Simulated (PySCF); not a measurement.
Compound: H8NSi3 (doublet state).
Structure used (GFN2-xTB), in Å, numbered top down from 1:
```xyz
12
H8NSi3 angstrom
Si     2.1568    0.5669   -0.7522
N      1.0923   -0.7841   -0.5202
Si    -0.6432   -0.8721   -0.5351
Si    -1.5282    0.6093    0.9895
H      3.3108    0.3716    0.1223
H      1.3960    1.7850   -0.5113
H      1.5592   -1.6750   -0.5752
H     -1.1196   -0.6365   -1.9111
H     -0.9165   -2.2863   -0.2375
H     -1.1476    0.3361    2.3805
H     -2.9950    0.5749    0.9580
H     -1.1637    2.0095    0.7428
```

The hyperfine couplings belong to this conformer and change with its torsions.

As a line formula: `[SiH2]N[SiH2][SiH3]` [radical].

Level of theory: UKS B3LYP, pcH-1 on H N Si, non-relativistic, mean-field spin-orbit, GIAO in PySCF 2.14.0. Geometry: GFN2-xTB, one conformer, isolated molecule. GFN2-xTB frequencies show an imaginary mode (37i cm⁻¹), so this geometry is no minimum at that level. A GFN2-xTB geometry isn't a minimum of the functional, and hyperfine couplings can be far from their values at a DFT geometry, by a factor of two or more for some ions and for spin on atoms past the first row. The SCF solution wasn't tested for stability.

Problem. Break the g tensor into its mass correction, gauge correction and orbital-Zeeman/spin–orbit terms.

Solution. 
```json
{"Δg (ppm)": "relativistic mass correction", "1": "-142", "2": "-142", "3": "-142"}
{"Δg (ppm)": "gauge correction", "1": "16", "2": "73", "3": "72"}
{"Δg (ppm)": "orbital Zeeman/spin–orbit", "1": "28", "2": "492", "3": "1582"}
{"Δg (ppm)": "total", "1": "-98", "2": "424", "3": "1513"}
```

So g = 2.00222, 2.00274, 2.00383 and g_iso = 2.00293; the tensor is rhombic: the two nearest values differ by 32 % of g3 − g1. Axes: g3 points within 12° of the Si1–N2 bond.

Problem. At 9.491 GHz, how far is the centre of the isotropic spectrum from where a free electron (g = 2.002319) resonates?

Solution. B = hν/(g μB) with μB/h = 13.99624 MHz/mT gives 338.66 mT for the free electron and 338.56 mT at g_iso, 0.10 mT lower.

Problem. Average each term over the three axes. Which is largest in size?

Solution. The orbital-Zeeman/spin–orbit term 701, the mass correction -142 and the gauge correction 54 ppm, for a total of 613 ppm. The orbital-Zeeman/spin–orbit term is the largest in size. The mass correction is the same along every axis, so the anisotropy comes from the other two: their spans along these axes are 58 (gauge) and 1554 ppm (orbital Zeeman/spin–orbit).

Problem. What are the electron Larmor frequencies g μB B/h along the three axes at 330 mT?

Solution. 9.2478, 9.2502, 9.2552 GHz for g1, g2 and g3, a range of 7.4 MHz.

Problem. In a frozen sample, at which fields do the three g values resonate at 9.5, 34, 94 and 263 GHz (hyperfine left aside), and which band first spreads them over more than twice a line width of 0.5 mT?

Solution. 
| band | GHz | B(g3) mT | B(g2) mT | B(g1) mT | spread mT |
| --- | --- | --- | --- | --- | --- |
| X | 9.5 | 338.73 | 338.91 | 339.00 | 0.27 |
| Q | 34.0 | 1212.29 | 1212.95 | 1213.26 | 0.98 |
| W | 94.0 | 3351.62 | 3353.44 | 3354.32 | 2.70 |
| J | 263.0 | 9377.41 | 9382.51 | 9384.95 | 7.54 |

The spread grows in proportion to the frequency. W band is the first where it exceeds 1.0 mT.

Largest spin populations (Mulliken): Si1 (+0.83) and N2 (+0.10). No atom but Si1 exceeds +0.15. The angles at Si1 add up to 330.6°, so it is pyramidal.

The HOMO–LUMO gaps are 4.59 eV among the α and 5.15 eV among the β orbitals.
